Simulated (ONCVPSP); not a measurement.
Cl ONCV: all-electron and pseudo phase curves

Cl (Z = 17), optimised norm-conserving Vanderbilt (ONCV), made with ONCVPSP 4.0.1 (PBEsol, scalar-relativistic). Core [Ne], reference 3s2 3p4.5 (charge +0.5). Waves: 3s: rc 1.05 bohr, ncon 4, nbas 7, qcut 6.2 1/bohr, 2 projectors, debl 2.9 Ha; 3p: rc 1.40 bohr, ncon 4, nbas 9, qcut 4.9 1/bohr, 2 projectors, debl 1.6 Ha; d scattering state at 0.37 Ha: rc 1.25 bohr, ncon 4, nbas 8, qcut 8.9 1/bohr, 2 projectors, debl 3.8 Ha. Local part: polynomial inside 0.90 bohr (lpopt 5, dvloc0 1 Ha). Core correction: polynomial model core, fcfact 0.65.

The phase is arctan(r·R′/R) of the radial function R(r), unwrapped; energies in Ha, scanned from -2 to 5 Ha. A pole is an energy at which the radial function vanishes at the test radius. The pseudo phase is shifted by a multiple of π to meet the all-electron one at the reference energy, and phase errors are pseudo minus all-electron; the curves can meet again beyond the range given. Levels narrower than the energy grid can be missing from the lists of poles.

For each channel, where are the poles, and over which energies does the pseudopotential scatter like the atom?

| channel | radius (bohr) | reference energy (Ha) | poles, all-electron | poles, pseudo | unbroken range about the reference energy with phases within 0.05 rad | phase error 1 Ha above the reference energy (rad) |
| --- | --- | --- | --- | --- | --- | --- |
| s | 1.07 | -0.96 | none | none | the whole range | -0.000 |
| p | 1.42 | -0.51 | 2.57 | 2.57 | the whole range | -0.000 |
| d | 1.27 | 0.37 | 3.69 | 3.69 | the whole range | +0.000 |

Note: ghosts flagged at negative energy: s at -237.2 eV; no localised positive-energy state flagged. A true bound ghost makes a file unfit for plane-wave use.

Phases in the s channel:

| E (Ha) | all-electron | pseudo |
| --- | --- | --- |
| -1.98 | 0.348 | 0.348 |
| -1.80 | 0.256 | 0.256 |
| -1.62 | 0.157 | 0.157 |
| -1.44 | 0.052 | 0.052 |
| -1.26 | -0.056 | -0.056 |
| -1.08 | -0.165 | -0.165 |
| -0.90 | -0.274 | -0.274 |
| -0.72 | -0.379 | -0.379 |
| -0.54 | -0.478 | -0.478 |
| -0.36 | -0.571 | -0.571 |
| -0.18 | -0.656 | -0.656 |
| 0.00 | -0.733 | -0.733 |
| 0.18 | -0.803 | -0.803 |
| 0.36 | -0.867 | -0.867 |
| 0.54 | -0.923 | -0.923 |
| 0.72 | -0.975 | -0.975 |
| 0.90 | -1.020 | -1.020 |
| 1.08 | -1.062 | -1.062 |
| 1.26 | -1.099 | -1.099 |
| 1.44 | -1.134 | -1.134 |
| 1.62 | -1.165 | -1.165 |
| 1.80 | -1.193 | -1.193 |
| 1.98 | -1.219 | -1.219 |
| 2.16 | -1.242 | -1.242 |
| 2.34 | -1.264 | -1.264 |
| 2.52 | -1.284 | -1.284 |
| 2.70 | -1.303 | -1.303 |
| 2.88 | -1.321 | -1.321 |
| 3.06 | -1.337 | -1.337 |
| 3.24 | -1.352 | -1.352 |
| 3.42 | -1.367 | -1.366 |
| 3.60 | -1.380 | -1.380 |
| 3.78 | -1.393 | -1.393 |
| 3.96 | -1.405 | -1.404 |
| 4.14 | -1.416 | -1.416 |
| 4.32 | -1.427 | -1.427 |
| 4.50 | -1.437 | -1.437 |
| 4.68 | -1.447 | -1.446 |
| 4.86 | -1.456 | -1.456 |
